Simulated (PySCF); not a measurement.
Structure with atom numbers: `[F:1][c:2]1[cH:3][cH:4][n:5][cH:6][cH:7]1`. Hydrogens are named by the atom that carries them.

GIAO PBE0/pcSseg-1 shifts (PySCF 2.14.0 with density-fitted response routines, gas phase, non-relativistic, equivalent atoms averaged), each against references optimised in the same way as the molecule (CFCl3, TMS, NH3).

On the GFN2-xTB geometry: F1 -103.1, C2 179.6, C4/C6 158.0, C3/C7 116.6, N5 350.6, H(C4)/H(C6) 8.96, H(C3)/H(C7) 7.18 ppm.

Problem. What changes on the PBE0-D3(BJ)/def2-SVP geometry?

Solution. 
```json
{"atoms": "F1", "δ (ppm)": "-99.4", "change": "+3.7"}
{"atoms": "C2", "δ (ppm)": "176.2", "change": "-3.4"}
{"atoms": "C4/C6", "δ (ppm)": "158.1", "change": "+0.1"}
{"atoms": "C3/C7", "δ (ppm)": "116.0", "change": "-0.6"}
{"atoms": "N5", "δ (ppm)": "351.1", "change": "+0.5"}
{"atoms": "H(C4)/H(C6)", "δ (ppm)": "8.75", "change": "-0.21"}
{"atoms": "H(C3)/H(C7)", "δ (ppm)": "6.97", "change": "-0.21"}
```

Unscaled 19F shifts against computed CFCl3 carry errors that often reach 10 to 50 ppm.

Bonds between heavy atoms that differ most (equivalent bonds averaged): F1–C2 1.345 → 1.326 Å, C4–N5 1.321 → 1.330 Å, C3–C4 1.387 → 1.394 Å, C2–C3 1.384 → 1.389 Å. Mean change of bonds to hydrogen: C–H +0.014 Å.
